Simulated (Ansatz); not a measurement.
`CN[SiH](N)S` + `C[N](C)[In]([OH])[F]` → `CN[SiH](N)O` + `C[N](C)[In]([F])[SH]`  (redistribution)

Isolated molecules relaxed with PBE0-D4/def2-TZVP in Ansatz; ΔE leaves out vibrations. CCSD(T)/CBS is the MP2 limit (def2-TZVPP, def2-QZVPP) plus CCSD(T) − MP2 in def2-TZVPP, frozen cores. DFT in def2-TZVPP. B3LYP here is the variant with VWN-RPA as its local correlation; programs differ in this. def2 core potentials past Kr. For In outer-core shells are correlated without core-valence functions, which leaves a few kJ/mol of doubt a bond. Each species was taken in one conformer, which may not be the lowest.

`CN[SiH](N)S`:

```xyz
13

C    -1.271   -0.431   -1.500
N    -0.226    0.343   -0.866
Si    0.318    0.083    0.729
N     1.183    1.485    1.166
S     1.746   -1.482    1.122
H    -0.896   -1.315   -2.030
H    -1.978   -0.777   -0.742
H    -1.835    0.179   -2.213
H     0.443    0.726   -1.518
H    -0.907   -0.304    1.481
H     1.817    1.477    1.947
H     0.804    2.400    0.985
H     0.804   -2.384    1.440
```

`C[N](C)[In]([OH])[F]`:

```xyz
13

C    -0.616    1.092   -1.147
N    -0.267   -0.002   -0.275
C    -0.404   -1.300   -0.887
In    0.705    0.306    1.426
O     1.405   -0.966    2.751
F     0.909    2.176    1.969
H     0.003    1.111   -2.057
H    -0.497    2.052   -0.641
H    -1.665    1.011   -1.467
H    -1.441   -1.466   -1.213
H     0.238   -1.413   -1.774
H    -0.148   -2.099   -0.188
H     1.778   -0.501    3.505
```

`CN[SiH](N)O`:

Cartesian coordinates in Å:
```
C -0.342 -1.249 -1.419
N -0.433 0.104 -0.924
Si -0.194 0.618 0.677
N 1.190 -0.165 1.289
O -0.167 2.260 0.502
H -1.322 -1.714 -1.579
H 0.200 -1.862 -0.696
H 0.210 -1.295 -2.364
H -0.877 0.753 -1.552
H -1.243 0.294 1.690
H 1.275 -0.387 2.266
H 2.083 -0.126 0.825
H -0.380 2.769 1.284
```

`C[N](C)[In]([F])[SH]`:

Z-matrix (Å, degrees):
```
C
N 1 1.439
H 1 1.093 2 111.5
H 1 1.100 2 111.5 3 -120.1
H 1 1.100 2 111.6 3 120.1
C 2 1.441 1 114.0 3 180.0
In 2 1.987 1 124.3 3 -0.6
H 6 1.100 2 111.4 1 59.8
H 6 1.092 2 111.0 1 180.0
H 6 1.100 2 111.4 1 -59.9
F 7 1.956 2 111.9 1 -179.6
S 7 2.356 2 132.6 1 0.6
H 12 1.345 7 91.4 2 179.9
```

```json
{"level": "PBE-D4", "ΔE (kJ/mol)": "-101.0", "difference from CCSD(T)/CBS": "8.8"}
{"level": "r2SCAN-D4", "ΔE (kJ/mol)": "-111.6", "difference from CCSD(T)/CBS": "-1.8"}
{"level": "PBE0-D4", "ΔE (kJ/mol)": "-110.3", "difference from CCSD(T)/CBS": "-0.5"}
{"level": "B3LYP-D4", "ΔE (kJ/mol)": "-112.5", "difference from CCSD(T)/CBS": "-2.7"}
{"level": "ωB97X-V", "ΔE (kJ/mol)": "-109.9", "difference from CCSD(T)/CBS": "-0.1"}
{"level": "ωB97M-V", "ΔE (kJ/mol)": "-114.0", "difference from CCSD(T)/CBS": "-4.2"}
{"level": "B2PLYP", "ΔE (kJ/mol)": "-113.1", "difference from CCSD(T)/CBS": "-3.3"}
{"level": "PBE", "ΔE (kJ/mol)": "-102.1", "difference from CCSD(T)/CBS": "7.7"}
{"level": "r2SCAN", "ΔE (kJ/mol)": "-111.8", "difference from CCSD(T)/CBS": "-2.0"}
{"level": "HF/def2-TZVPP", "ΔE (kJ/mol)": "-130.0", "difference from CCSD(T)/CBS": "-20.2"}
{"level": "MP2/def2-TZVPP", "ΔE (kJ/mol)": "-112.2", "difference from CCSD(T)/CBS": "-2.4"}
{"level": "SCS-MP2/def2-TZVPP", "ΔE (kJ/mol)": "-112.0", "difference from CCSD(T)/CBS": "-2.2"}
{"level": "MP2/def2-QZVPP", "ΔE (kJ/mol)": "-110.3", "difference from CCSD(T)/CBS": "-0.5"}
{"level": "SCS-MP2/def2-QZVPP", "ΔE (kJ/mol)": "-110.1", "difference from CCSD(T)/CBS": "-0.3"}
{"level": "HF/CBS(def2)", "ΔE (kJ/mol)": "-129.8", "difference from CCSD(T)/CBS": "-20.0"}
{"level": "MP2/CBS(def2)", "ΔE (kJ/mol)": "-109.0", "difference from CCSD(T)/CBS": "0.8"}
{"level": "CCSD(T)/CBS", "ΔE (kJ/mol)": "-109.8", "difference from CCSD(T)/CBS": "0"}
```

Largest T1 diagnostic among the species: 0.016.

From PBE to PBE0 (25 % exact exchange), in def2-TZVPP and without D4, ΔE moves by −9.2 kJ/mol. In def2-TZVPP, CCSD(T) changes the Hartree–Fock value by +17.0 kJ/mol (the triples alone add +3.3 kJ/mol) and MP2 by +17.8 kJ/mol.
